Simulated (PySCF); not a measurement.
Orbital energies and ionisation energy

CdMe(CF3), C2H3CdF3 (singlet state).
Cartesian coordinates in Å at the PBE0-D3(BJ)/def2-SVP level; atoms count from 1:
```xyz
9
C2H3CdF3 angstrom
Cd    -0.0004   -0.0135    0.0710
C     -0.0241    0.0215    2.1717
H     -0.8602    0.6371    2.5361
H      0.9142    0.4453    2.5599
H     -0.1396   -0.9957    2.5748
C      0.0232   -0.0261   -2.0881
F     -1.0620   -0.6206   -2.6239
F      1.0920   -0.6696   -2.6004
F      0.0568    1.2216   -2.6010
```

Level: B3LYP/def2-SVPD (PySCF). Frontier orbitals with their largest atomic shares (Löwdin; up to four atoms above 4 %):

| orbital | ε (eV) | main atoms |
| --- | --- | --- |
| HOMO−3 | -10.92 | C2 49 %, H5 25 %, H4 14 %, H3 6 % |
| HOMO−2 | -10.91 | C2 49 %, H3 24 %, H4 16 %, H5 5 % |
| HOMO−1 | -8.92 | Cd1 33 %, C2 21 %, C6 15 %, F9 7 % |
| HOMO | -7.54 | ? |
| LUMO | -1.02 | Cd1 74 %, C2 7 %, C6 6 % |
| LUMO+1 | -1.02 | Cd1 74 %, C2 7 %, C6 6 %, F9 4 % |
| LUMO+2 | -0.73 | Cd1 48 %, C2 20 %, C6 11 % |

Question: What vertical ionisation energy does ΔSCF give, and how far is −ε(HOMO) from it?

Answer: ΔSCF: 9.76 eV (942 kJ/mol; threshold wavelength 127 nm); ⟨S²⟩ of the doublet left behind is 0.767, against 0.75 for a pure doublet. −ε(HOMO) is 7.54 eV, 2.22 eV below it. For the exact functional −ε(HOMO) would equal the first vertical ionisation energy; B3LYP (global hybrid, 20 % exact exchange) falls short of its own ΔSCF value by 23 %.

Question: On which atoms does the HOMO lie?

Answer: C2 (carbon bonded to Cd and 3 H) 28 %, C6 (carbon bonded to Cd and 3 F) 20 %, Cd1 (cadmium bonded to 2 C) 16 %, F8 (fluorine bonded to C) 8 %, so no atom holds as much as 40 %. The HOMO−1 lies 1.38 eV lower.

Question: Shift the occupied levels rigidly so that −ε(HOMO) equals the ΔSCF value. What binding energies result?

Answer: The shift is +2.22 eV: HOMO 9.76, HOMO−1 11.14, HOMO−2 13.13, HOMO−3 13.14 eV. A rigid shift is only a rough guide to the deeper ionisations.

Question: What total energies stand behind the ΔSCF value?

Answer: E(N) = -545.05026 Eh and E(N − 1) = -544.69162 Eh at the same geometry, 0.35864 Eh apart.

Question: How many of the 10 lowest singlet excitations (vertical TDDFT, same level) lie below the ionisation energy?

Answer: All 10; they run from 5.51 to 8.92 eV.

Isolated species at its PBE0-D3(BJ)/def2-SVP geometry, gas phase. Atoms past krypton carry effective core potentials; spin–orbit coupling is left out.

These values come from a run that also computed excited states and ΔSCF ions. The run took 40 s on an Arm Neoverse V1 with one thread, on a shared host.
